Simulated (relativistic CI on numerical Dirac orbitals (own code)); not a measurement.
Method of calculation: Dirac-Coulomb-Breit CI, separate exchange-only KLI orbitals for each configuration, QED by a radiative potential, valence Slater integrals scaled by 0.85, configuration energies shifted to the measured levels that pair with them (semi-empirical) (own radial code, finite nucleus).

CI space (outside the closed core [Ar] 3d10): 4s²4p⁴, 4s²4p³5s, 4s²4p³5p, 4s²4p³4d, 4s²4p³6p, 4s4p⁵, 4s²4p³6s, 4s²4p³5d, 4s²4p³4f, 4s²4p²4d², 4s²4p³6d, 4s²4p³5f, 4s²4p³5g, 4s²4p³6f. Levels of other configurations are missing.

Configurations whose levels could be paired with our table of measured levels were shifted onto them, all but the ground configuration, by the median error of their levels; single terms can still be off by 1,000 to 2,000 cm⁻¹ or more, and rates follow the energies as ν³ (E1, M1) or ν⁵ (E2). The others borrow a shift and can be off by several thousand cm⁻¹ or more. The fine structure of a lone outer electron comes out too small, for d and f at times inverted, and misplaced configurations move strength between like terms. 28 of the 28 excited levels that our extract of the measured tables holds in this range could be paired (the sources list more); they are missed by 185 cm⁻¹ on average and 1266 at most, after the shifts were fitted to these levels, and levels without a partner can miss by more.

Outline of the computed level scheme of Se I. Lowest level of each configuration: 4s²4p⁴ ³P2 at 0.0000 eV; 4s²4p³5s ⁵S°2 at 5.8169 eV; 4s²4p³5p ⁵P1 at 7.3470 eV; 4s²4p³4d ⁵D°4 at 7.8551 eV; 4s²4p³6s ⁵S°2 at 8.1715 eV; 4s²4p³6p ⁵P1 at 8.5876 eV; 4s²4p³5d ⁵D°4 at 8.7646 eV; 4s²4p³4f ⁵F4 at 9.0229 eV.

Some strong electric-dipole decays among the lowest 45 levels: 4s²4p³5s ¹D°2 → 4s²4p⁴ ¹D2 (4.3e+08 s⁻¹); 4s²4p³5s ³S°1 → 4s²4p⁴ ³P2 (3.5e+08 s⁻¹); 4s²4p³5s ³P°0 → 4s²4p⁴ ³P1 (3.4e+08 s⁻¹); 4s²4p³4d ³D°3 → 4s²4p⁴ ³P2 (2.8e+08 s⁻¹); 4s²4p³4d ³D°2 → 4s²4p⁴ ³P1 (1.9e+08 s⁻¹); 4s²4p³5s ³P°2 → 4s²4p⁴ ³P1 (1.8e+08 s⁻¹); 4s²4p³5s ³S°1 → 4s²4p⁴ ³P1 (1.7e+08 s⁻¹); 4s²4p³5s ³D°3 → 4s²4p⁴ ³P2 (1.5e+08 s⁻¹).

Rates of lines that live on the mixing of spin multiplicities can be off by large factors.
